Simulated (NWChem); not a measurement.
Species: C2H3ClF2Si; SMILES C(=C(\F)[SiH3])(/Cl)F

```xyz
9

F      1.8236    -1.0707     0.0000
C      0.5696    -0.5565     0.0000
Si    -0.8874    -1.7729     0.0000
C      0.4475     0.7933     0.0000
F      1.4791     1.6296     0.0000
Cl    -1.0998     1.5655     0.0000
H     -0.2871    -3.1478     0.0000
H     -1.7376    -1.5790     1.2234
H     -1.7376    -1.5790    -1.2234
```
Atoms are numbered in this order, from 1.

All runs: NWChem. Coordinates come from a PBE-D3(BJ)/def2-SVP optimisation. Level: PBE0/def2-SVP with SMD (1 M gas to 1 M solution), gas-phase geometry. Reactions with the solvent are ignored.

Order these by “solvation free energy (kcal/mol)”, lowest first: 1,4-dioxane; diethyl ether; water.

diethyl ether (-1.1), 1,4-dioxane (0.5), water (3.6)
